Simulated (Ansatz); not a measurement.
Geometry optimisation, Ansatz 0.2.0, RKS PBE/def2-SVP.

input.yaml

```yaml
crystal:
  periodic: [false, false, false]
  atoms:
    - { symbol: Ti, position_ang: [-0.103012, 0.141689, 0.1413] }
    - { symbol: "N", position_ang: [-0.051311, 0.080712, 2.142487] }
    - { symbol: H, position_ang: [-0.684466, 0.677561, 2.696803] }
    - { symbol: H, position_ang: [0.832934, -0.049031, 2.647383] }
    - { symbol: Cl, position_ang: [1.948273, 0.481175, -0.674983] }
    - { symbol: O, position_ang: [-1.197074, 1.481222, -0.302464] }
    - { symbol: H, position_ang: [-1.942246, 1.412122, -0.927748] }
    - { symbol: O, position_ang: [-0.813502, -1.341332, -0.576045] }
    - { symbol: H, position_ang: [-0.965203, -2.189997, -0.122314] }
    - { symbol: H, position_ang: [1.225514, -2.249719, 1.11884] }
    - { symbol: H, position_ang: [0.807093, -1.952701, 1.630139] }
basis:
  gaussian: { orbitals: def2-SVP }
hamiltonian:
  xc: pbe
relax:
  f_tol: 0.03
  max_steps: 50
output:
  orbitals: {}
```

Launched with:

```bash
$ ansatz run input.yaml --threads 4 --pin off --max-ram 5120MiB --backend cpu --events-out ev --progress --plain --runs-dir out
```

**Question.** Where does it end, and by what steps?

**Answer.** The forces met the threshold. After 22 steps the energy has fallen by 0.361 eV; H10 moved furthest, 1.54 Å.

```csv
step,energy less start (eV),largest force component (eV/Å),accepted
0,0.0000,1.668,yes
1,-0.1948,0.643,yes
2,-0.2536,0.243,yes
3,-0.2555,0.720,yes
4,-0.2782,0.178,yes
5,-0.2834,0.224,yes
6,-0.2870,0.100,yes
7,-0.2934,0.117,yes
8,-0.2980,0.146,yes
9,-0.3038,0.177,yes
10,-0.2876,0.932,no
11,-0.3102,0.137,yes
12,-0.3141,0.483,yes
13,-0.3325,0.138,yes
14,-0.3457,0.043,yes
15,-0.3490,0.125,yes
16,-0.3394,0.919,no
17,-0.3542,0.055,yes
18,-0.3571,0.116,yes
19,-0.3590,0.215,yes
20,-0.3600,0.087,yes
21,-0.3601,0.079,yes
22,-0.3605,0.024,yes
```

```xyz
11
Properties=species:S:1:pos:R:3
Ti -0.008 0.443 0.024
N 0.315 0.247 1.867
H -0.342 0.516 2.607
H 1.241 0.062 2.270
Cl 1.688 1.569 -0.909
O -1.585 1.270 -0.147
H -2.364 1.002 -0.667
O -0.109 -1.191 -0.716
H -0.007 -2.027 -0.223
H 0.124 -3.085 1.804
H 0.103 -2.315 1.864
```

Whether the end is a true minimum wasn't checked by a vibrational analysis.

The run took 36 s on 4 threads of Arm Neoverse V2, with other jobs on the host, peak memory 0.19 GiB.
